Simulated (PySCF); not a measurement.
**Frontier levels across methods**

Compound: C3H13BOSi.
Z-matrix (Å and degrees, PBE0-D3(BJ)/def2-SVP geometry), rows numbered from 1:
```
C 
O   1  1.4183
C   2  1.4184  1  114.23
B   2  1.6725  1  116.20  3   139.50
C   4  1.6052  2  108.91  1   -69.57
Si  5  1.8764  4  109.55  2   179.44
H   1  1.1019  2  110.75  3   -63.70
H   1  1.0953  2  106.75  3   176.81
H   1  1.1000  2  109.10  3    57.59
H   3  1.0953  2  106.77  1  -176.15
H   3  1.1019  2  110.73  1    64.36
H   3  1.1000  2  109.10  1   -56.93
H   4  1.2224  2  100.95  1    51.90
H   4  1.2224  2  101.01  1   168.99
H   5  1.1057  4  113.49  2   -62.16
H   5  1.1057  4  113.55  2    60.95
H   6  1.4972  5  111.38  4    61.28
H   6  1.4972  5  111.41  4   -59.35
H   6  1.5010  5  111.48  4  -179.07
```

Basis pcSseg-1 throughout (PySCF), one geometry. The structure is a single PBE0-D3(BJ)/def2-SVP conformer in the gas phase; no vibrational or solvent corrections.

How do the orbital energies, the gap and the dipole change with the method?

```json
{"method": "BLYP", "kind": "GGA", "HOMO (eV)": "-6.31", "LUMO (eV)": "-0.02", "gap (eV)": "6.30", "μ (D)": "5.78", "SCF cycles": "14"}
{"method": "OPBE", "kind": "GGA", "HOMO (eV)": "-6.40", "LUMO (eV)": "0.24", "gap (eV)": "6.64", "μ (D)": "5.79", "SCF cycles": "15"}
{"method": "PBE", "kind": "GGA", "HOMO (eV)": "-6.44", "LUMO (eV)": "-0.06", "gap (eV)": "6.38", "μ (D)": "5.77", "SCF cycles": "14"}
{"method": "LDA", "kind": "LDA", "HOMO (eV)": "-6.54", "LUMO (eV)": "-0.34", "gap (eV)": "6.21", "μ (D)": "5.76", "SCF cycles": "15"}
{"method": "BP86", "kind": "GGA", "HOMO (eV)": "-6.54", "LUMO (eV)": "-0.05", "gap (eV)": "6.49", "μ (D)": "5.80", "SCF cycles": "14"}
{"method": "B97-2", "kind": "global hybrid", "HOMO (eV)": "-7.52", "LUMO (eV)": "0.84", "gap (eV)": "8.36", "μ (D)": "5.83", "SCF cycles": "13"}
{"method": "PBE0", "kind": "global hybrid", "HOMO (eV)": "-7.78", "LUMO (eV)": "0.80", "gap (eV)": "8.59", "μ (D)": "5.83", "SCF cycles": "14"}
{"method": "BHandHLYP", "kind": "global hybrid", "HOMO (eV)": "-9.03", "LUMO (eV)": "1.51", "gap (eV)": "10.54", "μ (D)": "5.87", "SCF cycles": "12"}
{"method": "CAM-B3LYP", "kind": "range-separated hybrid", "HOMO (eV)": "-9.16", "LUMO (eV)": "1.66", "gap (eV)": "10.82", "μ (D)": "5.84", "SCF cycles": "12"}
{"method": "wB97X-D", "kind": "range-separated hybrid", "HOMO (eV)": "-9.66", "LUMO (eV)": "2.61", "gap (eV)": "12.27", "μ (D)": "5.84", "SCF cycles": "13"}
{"method": "LC-wPBE", "kind": "range-separated hybrid", "HOMO (eV)": "-10.53", "LUMO (eV)": "2.99", "gap (eV)": "13.51", "μ (D)": "5.88", "SCF cycles": "13"}
{"method": "HF", "kind": "Hartree–Fock", "HOMO (eV)": "-10.98", "LUMO (eV)": "3.67", "gap (eV)": "14.66", "μ (D)": "5.98", "SCF cycles": "10"}
```

The HOMO spans 4.67 eV, from BLYP down to HF, and the gap runs from 6.21 eV (LDA) to 14.66 eV (HF). Over the methods BLYP (0 %), OPBE (0 %), PBE (0 %), LDA (0 %), BP86 (0 %), B97-2 (21 %), PBE0 (25 %), BHandHLYP (50 %), HF (100 %), a straight line through the gap against the share of exact exchange rises by 0.83 eV for each 10 % (correlation coefficient 0.999). The dipole ranges from 5.76 D (LDA) to 5.98 D (HF). This basis has no diffuse functions.

The vertical ΔSCF ionisation energy at PBE0/def2-SVPD is 9.61 eV; −ε(HOMO) comes closest to it with wB97X-D (9.66 eV).
